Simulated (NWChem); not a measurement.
System: C₂H₅FSi₂; SMILES FC1=C[SiH2][SiH2]1

The following NWChem deck was run.

```
start job
memory heap 200 mb stack 900 mb global 1100 mb
geometry units angstroms noautoz
  F      0.367817    -2.326469     0.000000
  C      0.260649    -0.983079     0.000000
  C      1.319869    -0.143932     0.000000
  Si     0.501924     1.551482     0.000000
  Si    -1.320002     0.072875     0.000000
  H      2.355950    -0.479294     0.000000
  H      0.754873     2.386422     1.206445
  H      0.754873     2.386422    -1.206445
  H     -2.175244    -0.092381     1.207095
  H     -2.175244    -0.092381    -1.207095
end
basis spherical
  * library def2-svp
end
dft
  xc pbe0
  iterations 150
  mulliken
end
task dft energy
```

NWChem printed, in part:

```
             Northwest Computational Chemistry Package (NWChem) 7.3.0
             --------------------------------------------------------

 CS  symmetry detected

                             Geometry "geometry" -> ""
                             -------------------------

 Output coordinates in angstroms (scale by  1.889725989 to convert to a.u.)

  No.       Tag          Charge          X              Y              Z
 ---- ---------------- ---------- -------------- -------------- --------------
    1 F                    9.0000     0.36586639    -2.30855994     0.00000000
    2 C                    6.0000     0.25061937    -0.96583889     0.00000000
    3 C                    6.0000     1.30477245    -0.12033550     0.00000000
    4 Si                  14.0000     0.47664374     1.57012760     0.00000000
    5 Si                  14.0000    -1.33635496     0.08058784     0.00000000
    6 H                    1.0000     2.34285202    -0.44945905     0.00000000
    7 H                    1.0000     0.72456571     2.40657407     1.20644500
    8 H                    1.0000     0.72456571     2.40657407    -1.20644500
    9 H                    1.0000    -2.19058741    -0.08980975     1.20709500
   10 H                    1.0000    -2.19058741    -0.08980975    -1.20709500

 Effective nuclear repulsion energy (a.u.)     266.2328625314

      Symmetry information
      --------------------

 Group name             Cs
 Group number              2
 Group order               2
 No. of unique centers     8

                                 NWChem DFT Module
                                 -----------------

 Summary of "ao basis" -> "ao basis" (spherical)
 ------------------------------------------------------------------------------
       Tag                 Description            Shells   Functions and Types
 ---------------- ------------------------------  ------  ---------------------
 F                          def2-svp                 6       14   3s2p1d
 C                          def2-svp                 6       14   3s2p1d
 Si                         def2-svp                 8       18   4s3p1d
 H                          def2-svp                 3        5   2s1p

      Symmetry analysis of basis
      --------------------------

        a'         70
        a"         33

            General Information
            -------------------
          SCF calculation type: DFT
          Wavefunction type:  closed shell.
          No. of atoms     :    10
          No. of electrons :    54
           Alpha electrons :    27
            Beta electrons :    27
          Charge           :     0
          Spin multiplicity:     1
          Use of symmetry is: on ; symmetry adaption is: on
          Maximum number of iterations: 150
          AO basis - number of functions:   103
                     number of shells:    49
          Convergence on energy requested:  1.00D-06
          Convergence on density requested:  1.00D-05
          Convergence on gradient requested:  5.00D-04

              XC Information
              --------------
                         PBE0 Method XC Functional
                     Hartree-Fock (Exact) Exchange  0.250
          PerdewBurkeErnzerhof Exchange Functional  0.750
            Perdew 1991 LDA Correlation Functional  1.000 local
           PerdewBurkeErnz. Correlation Functional  1.000 non-local

             Grid Information
             ----------------
          Grid used for XC integration:  medium
          Radial quadrature: Mura-Knowles
          Angular quadrature: Lebedev.
          Tag              B.-S. Rad. Rad. Pts. Rad. Cut. Ang. Pts.
          ---              ---------- --------- --------- ---------
          F                   0.50       49          12.0       434
          C                   0.70       49          10.0       434
          Si                  1.10       88          10.0       590
          H                   0.35       45          12.0       434
          Grid pruning is: on
          Number of quadrature shells:   458
          Spatial weights used:  Erf1

      Superposition of Atomic Density Guess
      -------------------------------------

 Sum of atomic energies:        -754.51561614

      Non-variational initial energy
      ------------------------------

 Total energy =    -756.693515
 1-e energy   =   -1573.470943
 2-e energy   =     550.544566
 HOMO         =      -0.299094
 LUMO         =       0.009084

      Symmetry analysis of molecular orbitals - initial
      -------------------------------------------------

  Numbering of irreducible representations:

     1 a'          2 a"

  Orbital symmetries:

     1 a'          2 a'          3 a'          4 a'          5 a'
     6 a'          7 a'          8 a'          9 a'         10 a"
    11 a"         12 a'         13 a'         14 a'         15 a'
    16 a'         17 a'         18 a'         19 a"         20 a'
    21 a'         22 a"         23 a'         24 a"         25 a'
    26 a"         27 a'         28 a"         29 a'         30 a'
    31 a"         32 a'         33 a'         34 a'         35 a'
    36 a'         37 a"

     ---------------------------------------------
      Total Density - Mulliken Population Analysis
     ---------------------------------------------

    Atom       Charge   Shell Charges
 -----------   ------   -------------------------------------------------------
    1 F    9     9.38   1.99  1.14  0.77  3.43  2.05  0.00
    2 C    6     5.67   1.99  0.96  0.34  1.60  0.71  0.07
    3 C    6     6.48   1.99  1.00  0.35  2.04  1.07  0.02
    4 Si  14    13.64   2.00  1.99  1.02  0.27  5.94  1.13  1.14  0.15
    5 Si  14    13.68   2.00  1.99  1.03  0.28  5.94  1.14  1.17  0.13
    6 H    1     0.90   0.66  0.22  0.03
    7 H    1     1.06   0.69  0.36  0.01
    8 H    1     1.06   0.69  0.36  0.01
    9 H    1     1.06   0.69  0.36  0.01
   10 H    1     1.06   0.69  0.36  0.01

   convergence    iter        energy       DeltaE   RMS-Dens  Diis-err
 ---------------- ----- ----------------- --------- --------- ---------
 d= 0,ls=0.0,diis     1   -757.1841625788 -1.02D+03  9.84D-03  5.01D-01
 d= 0,ls=0.0,diis     2   -757.1791856917  4.98D-03  5.35D-03  6.71D-01
 d= 0,ls=0.0,diis     3   -757.2444070587 -6.52D-02  1.46D-03  3.20D-02
 d= 0,ls=0.0,diis     4   -757.2476897757 -3.28D-03  6.13D-04  3.76D-03
 d= 0,ls=0.0,diis     5   -757.2481750030 -4.85D-04  1.63D-04  5.54D-04
  Resetting Diis
 d= 0,ls=0.0,diis     6   -757.2482295637 -5.46D-05  4.12D-05  1.81D-05
 d= 0,ls=0.0,diis     7   -757.2482320339 -2.47D-06  2.04D-05  1.44D-06
 d= 0,ls=0.0,diis     8   -757.2482319522  8.17D-08  1.13D-05  1.99D-06
 d= 0,ls=0.0,diis     9   -757.2482322512 -2.99D-07  1.42D-06  2.15D-08

         Total DFT energy =     -757.248232251200
      One electron energy =    -1576.602807427587
           Coulomb energy =      617.643158102491
    Exchange-Corr. energy =      -64.521445457519
 Nuclear repulsion energy =      266.232862531415

 Numeric. integr. density =       54.000009769582

                  Occupations of the irreducible representations
                  ----------------------------------------------

                     irrep           alpha         beta
                     --------     --------     --------
                     a'               21.0         21.0
                     a"                6.0          6.0

                       DFT Final Molecular Orbital Analysis
                       ------------------------------------

 Vector   25  Occ=2.000000D+00  E=-3.354701D-01  Symmetry=a'
              MO Center= -3.8D-02, -5.1D-01,  5.3D-15, r^2= 3.5D+00
   Bfn.  Coefficient  Atom+Function         Bfn.  Coefficient  Atom+Function
  ----- ------------  ---------------      ----- ------------  ---------------
    18      0.311340   2 C  px                4      0.260013   1 F  px
    32     -0.238847   3 C  px               17     -0.232624   2 C  s
    68     -0.229975   5 Si px               31      0.203118   3 C  s
     7     -0.192078   1 F  px               79     -0.192800   6 H  s
    71     -0.160097   5 Si px               30      0.142499   3 C  s

 Vector   26  Occ=2.000000D+00  E=-2.944752D-01  Symmetry=a'
              MO Center= -3.7D-01,  7.2D-01, -6.0D-15, r^2= 3.3D+00
   Bfn.  Coefficient  Atom+Function         Bfn.  Coefficient  Atom+Function
  ----- ------------  ---------------      ----- ------------  ---------------
    50      0.283953   4 Si px               69     -0.271277   5 Si py
    53      0.254846   4 Si px               72     -0.237500   5 Si py
    17      0.162479   2 C  s                47     -0.152546   4 Si px
    33      0.147587   3 C  py               66      0.144922   5 Si py
     4     -0.137741   1 F  px               18     -0.121075   2 C  px

 Vector   27  Occ=2.000000D+00  E=-2.881239D-01  Symmetry=a"
              MO Center=  6.0D-01, -3.0D-01,  6.9D-15, r^2= 3.2D+00
   Bfn.  Coefficient  Atom+Function         Bfn.  Coefficient  Atom+Function
  ----- ------------  ---------------      ----- ------------  ---------------
    34      0.380255   3 C  pz               20      0.333037   2 C  pz
    37      0.284164   3 C  pz                6      0.258512   1 F  pz
     9     -0.205367   1 F  pz               23      0.190610   2 C  pz
    84     -0.124066   7 H  s                89      0.124066   8 H  s
    85     -0.119363   7 H  s                90      0.119363   8 H  s

[...]
```

Level: PBE0/def2-SVP. Geometry: optimised at B3LYP/6-31G* (spherical d).
